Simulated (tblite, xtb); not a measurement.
H3B (SMILES B), singlet, at a GFN2-xTB geometry. Base run: GFN1-xTB (xtb).

Geometry (Å):
```xyz
4

B      0.0000     0.0000     0.0000
H     -1.1359    -0.0569    -0.2501
H      0.4221    -0.5696     0.9238
H      0.7138     0.6265    -0.6737
```
Charge 0, spin multiplicity 1.
All else is at xtb's defaults.
Base energy -2.94277 Eh.

Programs used: tblite, xtb; a row that names a program was run with it.

Variants of this job, named by their change:

```
change                                                     ΔE vs base (kcal/mol)  HOMO-LUMO gap (eV)  G_solv (kcal/mol)  SCF cycles
---------------------------------------------------------  ---------------------  ------------------  -----------------  ----------
base                                                                       0.000                4.75                  -           9
alpb = ch2cl2                                                              -1.26                4.75              -1.26           9
etemp = 3000                                                              -0.003                4.75                  -           9
acc = 1000                                                                 0.000                4.75                  -           7
alpb = hexane                                                             -0.560                4.75              -0.56           9
gbsa = thf                                                                 -0.71                4.74              -0.71           9
acc = 0.0001                                                               0.000                4.75                  -          11
program = tblite; method = gfn1; option = (--etemp, 2000)                  0.000                   -                  -           -
program = tblite; method = gfn1; option = (--guess, eeq)                   0.000                   -                  -           -
```

ALPB and GBSA are two models with their own fitted parameters for each solvent, which aren't always the measured dielectric constant.
